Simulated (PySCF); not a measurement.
C3H7NSi, SMILES CC1=NC[SiH2]1.

Geometry optimised at B3LYP-D3(BJ)/def2-SVP. This is a generated structure with no PubChem entry under its InChIKey; it may be hypothetical.

All values below come from PBE/def2-TZVP run with PySCF.

Symmetry labels are those of the subgroup Cs that the program uses (full group Cs).

### Question
List the valence orbital energies around the gap with their symmetry. (The exact figures need the calculation; the answer reports its results.)

### Answer

| orbital | symmetry | energy (eV) |
|---|---|---|
| HOMO−7 | A' | -10.84 |
| HOMO−6 | A" | -10.10 |
| HOMO−5 | A' | -10.02 |
| HOMO−4 | A' | -9.18 |
| HOMO−3 | A" | -8.37 |
| HOMO−2 | A' | -7.24 |
| HOMO−1 | A" | -7.13 |
| HOMO | A' | -5.41 |
| LUMO | A" | -1.60 |
| LUMO+1 | A' | -0.94 |
| LUMO+2 | A' | 0.31 |
| LUMO+3 | A' | 0.82 |
